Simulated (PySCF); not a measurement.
# Worked example: chemical shift, span and skew from a shielding tensor

C3H6FNSi, SMILES F[Si@H]1C=CCN1. Atoms are numbered in the order given.

```xyz
12

F      1.7433     0.0747    -1.2511
Si     0.9041     0.1503     0.1480
C     -0.5194     1.3326     0.0771
C     -1.6519     0.6161     0.1775
C     -1.5323    -0.8680     0.3599
N     -0.1290    -1.1952     0.4143
H      1.9778     0.3399     1.1585
H     -0.5326     2.4158    -0.0624
H     -2.6565     1.0524     0.1289
H     -2.0653    -1.3776    -0.4691
H     -2.0650    -1.1617     1.2866
H      0.1183    -2.1636     0.5583
```

Coordinates come from a PBE0-D3(BJ)/def2-SVP optimisation. The structure was generated by enumeration; whether it is a known compound was not checked. One conformer was computed; it need not be the lowest.

GIAO shieldings from KT2/pcSseg-1 run with PySCF, non-relativistic, no solvent. The symmetric part of the tensor of C4 has the principal values -82.5, 36.2, 144.4 ppm. The same nucleus in TMS has σ = 185.1 ppm at this level (PySCF, at its B3LYP-D3(BJ)/def2-TZVP geometry).

Q: Work out the isotropic shielding, the ¹³C shift against TMS, the span and the skew.

A: 
σ(iso) = (σ11 + σ22 + σ33)/3 = 32.7 ppm. δ = σ(ref) − σ(iso) = 185.1 − (32.7) = 152.4 ppm.
Span Ω = σ33 − σ11 = 226.9 ppm. Skew κ = 3(σ(iso) − σ22)/Ω = -0.05. Tumbling in solution averages the tensor to δ; in a static solid the shielding alone would spread this spin-1/2 line over Ω.
